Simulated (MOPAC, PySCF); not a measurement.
Br3Ga, SMILES `[Br][Ga]([Br])[Br]`, neutral singlet in the gas phase. 

Cartesian coordinates (Å):
```xyz
4

Br    -1.2279    -1.9217    -0.0423
Ga     0.0000     0.0001    -0.0003
Br     2.2776    -0.1034     0.0649
Br    -1.0497     2.0250    -0.0223
```
Charge 0, spin multiplicity 1.

All levels are single points at this geometry (PBE-D3(BJ)/def2-TZVP); Pople sets use spherical d functions. Orbital energies aren't observables, and empty levels follow the basis.

```
level                                         HOMO (eV)  LUMO (eV)  gap (eV)  dipole (D)  vertical IE, Delta-SCF (eV)
--------------------------------------------  ---------  ---------  --------  ----------  ---------------------------
PBE-D3(BJ)/def2-TZVP in PySCF                     -7.41      -3.26      4.15        0.00                        10.02
B3LYP/3-21G in PySCF                              -8.13      -2.38      5.75        0.00                            –
B3LYP/6-311+G** (LANL2DZ on Br, Ga) in PySCF      -8.57      -2.88      5.69        0.00                            –
B3LYP/6-31G* in PySCF                             -8.35      -2.77      5.59        0.00                        10.42
BP86/6-31G* in PySCF                              -7.46      -3.49      3.97        0.00                            –
M06-2X/6-31G* in PySCF                            -9.93      -1.58      8.35        0.00                            –
PBE/6-31G* in PySCF                               -7.35      -3.34      4.01        0.00                            –
SVWN5/6-31G* in PySCF                             -7.50      -3.64      3.86        0.00                            –
HF/3-21G in PySCF                                -11.50       0.98     12.47        0.00                            –
HF/6-31G* in PySCF                               -11.62       0.90     12.52        0.00                        11.09
AM1 in MOPAC                                     -11.49      -3.80      7.69        0.00                            –
PM6 in MOPAC                                     -11.29      -2.54      8.75        0.00                            –
PM7 in MOPAC                                     -10.95      -1.40      9.54        0.00                            –
```
